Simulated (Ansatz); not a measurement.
**Energy profile**

The step: BNH₄O₂ ([NH2][B]([OH])[OH]) + AsH₃ → BAsH₄O₂ ([OH][B]([OH])[AsH2]) + NH₃ (still joined by a long B–N bond); bonds formed: B1–As6, N2–H5; bonds broken: H5–As6; bonds weakened to dative contacts: B1–N2 (atoms numbered as in the saddle structure below).

| atom | x (Å) | y (Å) | z (Å) |
| --- | --- | --- | --- |
| B1 | -0.0780 | -0.6854 | -0.7128 |
| N2 | 1.1716 | 0.1980 | -0.4722 |
| O3 | -0.5485 | -0.5891 | -1.9731 |
| O4 | -0.3689 | -1.7018 | 0.1348 |
| H5 | 0.6423 | 0.8570 | 0.2348 |
| As6 | -1.3082 | 1.2966 | 1.1720 |
| H7 | 1.9595 | -0.2837 | -0.0449 |
| H8 | 1.4653 | 0.7079 | -1.3021 |
| H9 | -1.3474 | -1.1062 | -2.1096 |
| H10 | -0.3239 | -1.4320 | 1.0597 |
| H11 | -0.9309 | 0.3721 | 2.3417 |
| H12 | -0.3329 | 2.3665 | 1.6715 |

Electronic energies by CCSD(T) at an estimated basis limit (MP2 extrapolated from triple and quadruple zeta, plus CCSD(T) − MP2 in triple zeta), on PBE0-D4/def2-TZVP structures; BAsNH$_{7}$O$_{2}$, singlet; no counterpoise correction. Program: Ansatz 0.2.0. Basis: def2-TZVPP and def2-QZVPP. Cores are frozen in the correlated methods. Filled d shells of the heavier atoms are correlated. The def2 sets are not built for correlating such inner shells, so the correlated values are less sure here. Extrapolation: Hartree–Fock as exp(−7.88 √X), correlation as X^−2.97.

Give the profile in eV, counted from the separated reactants. (To be estimated.)

By the calculation:
```
                                                                                                                                         point      eV
 separated: BNH$_{4}$O$_{2}$ (linked as [NH2][B]([OH])[OH]; B1, N2, O3, O4, H7, H8, H9, H10; singlet) + AsH$_{3}$ (H5, As6, H11, H12; singlet)   0.000
                                                                                                                               start structure  -0.143
                                                                                                                                        saddle   1.688
                                                                                                                                 end structure   0.565
separated: BAsH$_{4}$O$_{2}$ (linked as [OH][B]([OH])[AsH2]; B1, O3, O4, As6, H9, H10, H11, H12; singlet) + NH$_{3}$ (N2, H5, H7, H8; singlet)   0.797
```

The T1 diagnostic stays at or below 0.013.

For scale, one of the runs: CCSD(T)/def2-TZVPP, 270 basis functions, launched by `ansatz run in.yaml --threads 8 --pin off --events-out ev --progress --plain --max-ram 19148MiB`. The run took 3.6 min on 8 CPU threads of an Arm Neoverse V1 (shared host), with 7.6 GiB of host memory at its peak.
